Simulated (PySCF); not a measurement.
**Bonding in Si(OEt)2Me2**

Si(OEt)2Me2, C₆H₁₆O₂Si.
Cartesian coordinates in Å at the PBE0-D3(BJ)/def2-SVP level; atoms count from 1:
```xyz
25
C6H16O2Si angstrom
Si    -0.8695   -0.1614   -0.1036
O     -0.5580   -0.2990    1.5194
C      0.3361    0.5150    2.2385
C      0.5581   -0.0721    3.6128
H      1.2973    0.5957    1.6979
H     -0.0697    1.5419    2.3293
H      1.2465    0.5545    4.2002
H     -0.3952   -0.1491    4.1569
H      0.9870   -1.0820    3.5330
O      0.6196   -0.2793   -0.8527
C      0.8890   -0.0723   -2.2126
C      2.3710   -0.2299   -2.4642
H      0.3258   -0.7952   -2.8360
H      0.5605    0.9380   -2.5283
H      2.6101   -0.0709   -3.5266
H      2.9395    0.4969   -1.8646
H      2.7020   -1.2388   -2.1766
C     -1.6406    1.4944   -0.5091
H     -1.8894    1.5770   -1.5791
H     -0.9586    2.3224   -0.2593
H     -2.5716    1.6365    0.0618
C     -1.9760   -1.5883   -0.5492
H     -1.4801   -2.5420   -0.3136
H     -2.2253   -1.5847   -1.6219
H     -2.9184   -1.5435    0.0181
```

Bond orders from the PBE0/pcSseg-1 density (PySCF). Geometry: PBE0-D3(BJ)/def2-SVP, one conformer, isolated molecule.

(1) Give the Mayer order of every bond between heavy atoms, beside its length.

Results:

(1) 
| bond | length (Å) | Mayer order |
| --- | --- | --- |
| Si1–O2 | 1.658 | 0.985 |
| Si1–O10 | 1.671 | 0.913 |
| Si1–C18 | 1.871 | 0.936 |
| Si1–C22 | 1.860 | 0.962 |
| O2–C3 | 1.407 | 0.886 |
| C3–C4 | 1.511 | 1.071 |
| O10–C11 | 1.402 | 0.914 |
| C11–C12 | 1.511 | 1.069 |

By pair of heavy elements: O–Si: lowest Si1–O10 (0.913, 1.671 Å), highest Si1–O2 (0.985, 1.658 Å). C–Si: lowest Si1–C18 (0.936, 1.871 Å), highest Si1–C22 (0.962, 1.860 Å). C–O: lowest O2–C3 (0.886, 1.407 Å), highest O10–C11 (0.914, 1.402 Å). C–C: all 2 within 0.02 of one another (1.069 to 1.071).

Q: And the bonds to hydrogen?

A: C–H: 0.94 to 0.96 (16 bonds).

Q: Sum the orders of all bonds at each heavy atom with more than one neighbour.

A: Si1 3.796, O2 1.871, C3 3.842, C4 3.959, O10 1.827, C11 3.870, C12 3.956, C18 3.792, C22 3.816. Orders between atoms that aren't bonded are not in these sums.

The Mayer order sums products of elements of PS (density times overlap matrix) between the two atoms' basis functions, so it depends on the basis set.

These values come from a run that also computed NMR shieldings. On 2 threads, Intel Xeon 6975P-C (x86_64), no GPU, on a shared host, this took 41 s wall, 99 s CPU (grids of density and orbitals included) and 2.0 GiB of memory at its peak.
